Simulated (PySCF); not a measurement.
# From computed data to an observable: chemical shift, span and skew from a shielding tensor

CH4BBrO, SMILES BrB(O)C. Atoms are numbered in the order given.

```xyz
8

B      0.1345    -0.9521     0.0000
Br    -0.0765     0.9902     0.0000
C     -1.1251    -1.8712     0.0000
H     -1.7531    -1.6616     0.8806
H     -0.8520    -2.9359     0.0000
H     -1.7531    -1.6616    -0.8806
O      1.3806    -1.4539     0.0000
H      2.0684    -0.7781     0.0000
```

The structure is a stationary point at PBE0-D3(BJ)/def2-SVP. The values are those of a single conformer.

GIAO shieldings from PBE/pcSseg-1 in PySCF, non-relativistic, no solvent. The symmetric part of the tensor of C3 has the principal values 154.9, 168.0, 193.8 ppm. The same nucleus in TMS has σ = 182.0 ppm at this level (PySCF, at its B3LYP-D3(BJ)/def2-TZVP geometry). Without spin–orbit terms, shifts of atoms bonded to Cl or Br come out too high.

Q: Work out the isotropic shielding, the ¹³C shift against TMS, the span and the skew.

A: 
σ(iso) = (σ11 + σ22 + σ33)/3 = 172.2 ppm. δ = σ(ref) − σ(iso) = 182.0 − (172.2) = 9.8 ppm.
Span Ω = σ33 − σ11 = 38.9 ppm. Skew κ = 3(σ(iso) − σ22)/Ω = 0.33. Tumbling in solution averages the tensor to δ; in a static solid the shielding alone would spread this spin-1/2 line over Ω.
